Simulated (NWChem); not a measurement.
System meant: BSi2H6Cl; SMILES ClB([SiH3])[SiH3]

NWChem input:

```
start job
memory heap 200 mb stack 900 mb global 1100 mb
geometry units angstroms noautoz
  B      0.094300     0.003676     0.197242
  Cl     1.794902     0.044924     0.657145
  Si    -0.811414    -1.792997    -0.057418
  H     -1.896505    -1.724784    -1.101482
  H     -1.481397    -2.132118     1.254701
  H      0.140660    -2.907824    -0.401189
  Si    -0.895715     1.754756    -0.061013
  H     -2.356023     1.624807     0.289303
  H     -0.822233     2.082429    -1.535023
  H     -0.300322     2.905447     0.706439
end
basis spherical
  * library def2-svp
end
dft
  xc b3lyp
  iterations 4
  mulliken
end
task dft energy
```

End of the output:

```
    Atom       Charge   Shell Charges
 -----------   ------   -------------------------------------------------------
    1 B    5     5.44   1.97  0.66  0.34  1.39  0.94  0.14
    2 Cl  17    16.78   2.00  1.95  1.03  0.72  5.82  2.26  2.97  0.03
    3 Si  14    13.64   2.00  1.93  0.68  0.34  5.82  1.33  1.33  0.21
    4 H    1     1.09   0.64  0.42  0.02
    5 H    1     1.08   0.63  0.42  0.02
    6 H    1     1.09   0.64  0.42  0.02
    7 Si  14    13.64   2.00  1.93  0.68  0.34  5.82  1.33  1.33  0.21
    8 H    1     1.09   0.64  0.42  0.02
    9 H    1     1.08   0.63  0.42  0.02
   10 H    1     1.09   0.64  0.42  0.02

 center of mass
 --------------
 x =   0.15529621 y =   0.00012059 z =   0.00001231

 moments of inertia (a.u.)
 ------------------
         763.271847815351           0.000000000000          -0.000000000000
           0.000000000000         652.031724147260           0.000000000000
          -0.000000000000           0.000000000000        1373.001095272542

     Multipole analysis of the density
     ---------------------------------

     L   x y z        total         alpha         beta         nuclear
     -   - - -        -----         -----         ----         -------
     0   0 0 0     -0.000000    -28.000000    -28.000000     56.000000

     1   1 0 0      0.039941      0.019971      0.019971      0.000000
     1   0 1 0     -0.000226     -0.000113     -0.000113      0.000000
     1   0 0 1      0.000127      0.000064      0.000064     -0.000000

     2   2 0 0    -37.570374   -185.436883   -185.436883    333.303391
     2   1 1 0      0.000727      0.014302      0.014302     -0.027876
     2   1 0 1     -0.000158     -0.000541     -0.000541      0.000924
     2   0 2 0    -38.405203   -232.678968   -232.678968    426.952733
     2   0 1 1      0.032692      0.231603      0.231603     -0.430514
     2   0 0 2    -36.044634    -28.515525    -28.515525     20.986416

 ------------------------------------------------------------------------
 dft energy failed                                                                                  0
 ------------------------------------------------------------------------
 ------------------------------------------------------------------------
  current input line :
    23: task dft energy
 ------------------------------------------------------------------------
 ------------------------------------------------------------------------
 This type of error is most commonly associated with calculations not reaching convergence criteria
 ------------------------------------------------------------------------
 For more information see the NWChem manual at https://nwchemgit.github.io

0:dft energy failed:Received an Error in Communication
```

Problem. Can this run be used? If not, why, and what is the fix?

Solution. The run did not converge; its last values are not results. Cause: the SCF was allowed too few iterations. This input runs:
```
start job
memory heap 200 mb stack 900 mb global 1100 mb
geometry units angstroms noautoz
  B      0.094300     0.003676     0.197242
  Cl     1.794902     0.044924     0.657145
  Si    -0.811414    -1.792997    -0.057418
  H     -1.896505    -1.724784    -1.101482
  H     -1.481397    -2.132118     1.254701
  H      0.140660    -2.907824    -0.401189
  Si    -0.895715     1.754756    -0.061013
  H     -2.356023     1.624807     0.289303
  H     -0.822233     2.082429    -1.535023
  H     -0.300322     2.905447     0.706439
end
basis spherical
  * library def2-svp
end
dft
  xc b3lyp
  iterations 150
  mulliken
end
task dft energy
```
It converges to -1067.35576 Ha (B3LYP/def2-SVP).
